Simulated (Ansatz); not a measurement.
**Question.** Name a neutral molecule of C, F, O, Zn and H with size of the dipole moment (B3LYP/def2-TZVPP) between 1.95 and 2.25 D and LUMO energy (B3LYP/def2-TZVPP) between -2.00 and -1.70 eV (Ansatz, PBE0-D4/def2-TZVP geometry).

**Answer.** `C[O][Zn][F]` (1.96 D, -1.77 eV). Other molecules can fit too; these were computed, each in one conformer that needn't be the lowest.

B3LYP here is the variant with VWN-RPA as its local correlation; programs differ in this.
